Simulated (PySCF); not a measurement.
## C₆ coefficients of unlike pairs at BHandHLYP

Calculated with PySCF 2.14 from the dipole response of each species, C₆(A,B) = (3/π) ∫ α_A(iu) α_B(iu) du, in atomic units, from isotropic polarisabilities. For ions this is the dispersion term alone; charge-induced terms of lower order in 1/R come first.

| species | configuration | basis | relativity | α (bohr³) | C₆ (like pair) |
| --- | --- | --- | --- | --- | --- |
| Xe²⁺ | [Kr] 4d10 5s2 5p4 (3P) | aug-cc-pwCVTZ-DK3 with one added diffuse shell each of s, p, d, f type (11s10p8d5f1g) | spin-free X2C | 12.71 | 91.47 |
| O⁺ | [He] 2s2 2p3 (4S) | dyall-av3z (15s9p3d2f) | spin-free X2C | 2.547 | 4.914 |
| F⁺ | [He] 2s2 2p4 (3P) | aug-cc-pwCVQZ (9s8p6d4f2g) | none | 1.779 | 3.278 |
| As | [Ar] 3d10 4s2 4p3 (4S) | aug-cc-pVQZ-DK (8s7p5d3f2g) | spin-free X2C | 30.90 | 259.4 |

(1) Estimate C₆ for As with Xe²⁺.

No spin-orbit coupling is included.

The other pairs:

```
    pair     C₆
  As, F⁺  24.28
O⁺, Xe²⁺  20.97
  F⁺, O⁺  3.980
  As, O⁺  31.85
F⁺, Xe²⁺  16.68
```

Answers

(1) The integral gives 145.5. The combination rule 2 C_A C_B / (C_A α_B/α_A + C_B α_A/α_B) gives 144.2 and the geometric mean 154.0.
